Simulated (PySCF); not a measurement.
Computed with PBE-D3(BJ)/def2-TZVP // PBE0-D4/def2-SVP in PySCF. All species are isolated molecules in the gas phase. One relaxed conformer stands for a flexible species; it need not be the lowest. Excitations are Tamm–Dancoff values on a coarser integration grid. The basis has no diffuse functions, so Rydberg states are missing or too high.

Reference species (SMILES): `C[O][Ge]([SH])([O]C)[O]C` (neutral, multiplicity 1).

```json
{
  "T1 excitation (TDA)": "5.07 eV",
  "S1 oscillator strength": "0.014"
}
```

Changed species: `C[O][Ge]([O]C)([O]C)[O]C` (0 of 4 OCH3 replaced by SH; the reference has 1 of 4 OCH3 replaced by SH).

**Question.** What does the change do to the T1 excitation (TDA) and S1 oscillator strength?

**Answer.** the T1 excitation (TDA) increases by 0.39 eV, to 5.46 eV; the S1 oscillator strength stays essentially unchanged.
